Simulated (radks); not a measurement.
Nb XVI, 26 electrons, occupied as [Ar] 3d8 (the NIST ground configuration). Calculated with a radial shooting solver on a logarithmic mesh with Libxc functionals: Dirac Kohn-Sham, BLYP, spin-unpolarised, spherical densities, finite nucleus; open shells fill j = l - 1/2 first; Fermi nuclear charge, rms radius 4.324 fm.

Spin-orbit splittings of the eigenvalues, e(l+1/2) - e(l-1/2), with zeta = 2 splitting/(2l+1) and mean radii in bohr:

shell  occ.  splitting (eV)  zeta (eV)  <r> j=l-1/2  <r> j=l+1/2
2p        6           96.15      64.10       0.1343       0.1388
3p        6           16.84      11.22       0.4229       0.4321
3d        8           3.298      1.319       0.4026       0.4055
